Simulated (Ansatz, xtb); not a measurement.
## Two isomers of C4H3FOS

Structure X: `Oc1ccc(F)s1`, a singlet. Structure Y: `Oc1cscc1F`, a singlet. Both are isolated molecules in the gas phase, relaxed with PBE-D3(BJ)/def2-SVP; the shapes shown needn't be the lowest conformers.

X (Å):

```xyz
10

C     0.8453    0.9536   -0.7121
C     1.9809    0.1752   -0.7232
C     2.3554   -0.2992    0.5796
C     1.4905    0.1335    1.5510
F     1.5149   -0.1541    2.8530
O     0.3099    1.6132   -1.7687
S     0.2054    1.1576    0.9315
H    -0.6635    1.5545   -1.7337
H     2.5228   -0.0498   -1.6507
H     3.2118   -0.9514    0.7928
```

Y (Å):

| atom | x (Å) | y (Å) | z (Å) |
| --- | --- | --- | --- |
| C | 1.0191 | 0.7246 | -0.5806 |
| C | 2.3284 | 0.9796 | -0.9444 |
| C | 2.1761 | -0.2699 | 1.2315 |
| C | 0.9553 | 0.0107 | 0.6641 |
| F | -0.2495 | -0.3241 | 1.1742 |
| O | -0.0810 | 1.0884 | -1.2857 |
| S | 3.4463 | 0.3491 | 0.2284 |
| H | -0.8589 | 0.7739 | -0.7842 |
| H | 2.6844 | 1.5030 | -1.8379 |
| H | 2.3837 | -0.7981 | 2.1679 |

Problem. Which of the two would you expect CCSD(T)/def2-SVP + ΔMP2/def2-TZVPP electronic energies to favour?

Solution. Structure Y; the calculation gives E(Y) − E(X) = −0.320 eV.

How the difference moves with the method:

```
                             level             geometry  E(Y) − E(X) (eV)  departure from the last row (eV)  job, with rough time for the two
                          GFN2-xTB             GFN2-xTB              −0.093                            +0.227               optimisation, 0.1 s
                         HF/STO-3G             GFN2-xTB              −0.038                            +0.282              single point, 0.32 s
                r2SCAN-D4/def2-SVP             GFN2-xTB              −0.297                            +0.023               single point, 2.3 s
               PBE-D3(BJ)/def2-SVP  PBE-D3(BJ)/def2-SVP              −0.270                            +0.050                optimisation, 26 s
                       HF/def2-SVP  PBE-D3(BJ)/def2-SVP              −0.314                            +0.006           part of the CCSD(T) run
                      MP2/def2-SVP  PBE-D3(BJ)/def2-SVP              −0.301                            +0.019           part of the CCSD(T) run
                  CCSD(T)/def2-SVP  PBE-D3(BJ)/def2-SVP              −0.276                            +0.044                      single point
CCSD(T)/def2-SVP + ΔMP2/def2-TZVPP  PBE-D3(BJ)/def2-SVP              −0.320                                                  single point, 32 s
```

As drawn, both hold the same kinds of bond in the same numbers.

The levels shown agree on the order. The largest departure from CCSD(T)/def2-SVP + ΔMP2/def2-TZVPP is that of HF/STO-3G, 0.282 eV. The last row adds to CCSD(T) the change of the MP2 difference between the two basis sets, here −0.044 eV.

With thermal terms from frequencies at re-optimised GFN2-xTB minima (ideal gas, soft modes damped towards free rotors, one conformer each, 298.15 K, 1 atm): the zero-point term adds +0.007 eV; ΔH is −0.319 and ΔG −0.307 eV.

The correlated steps freeze 11 core orbitals. Run with Ansatz 0.2.0, xtb 6.7.1; the last row on 2 threads of Intel(R) Xeon(R) 6975P-C (Granite Rapids) on a shared host.
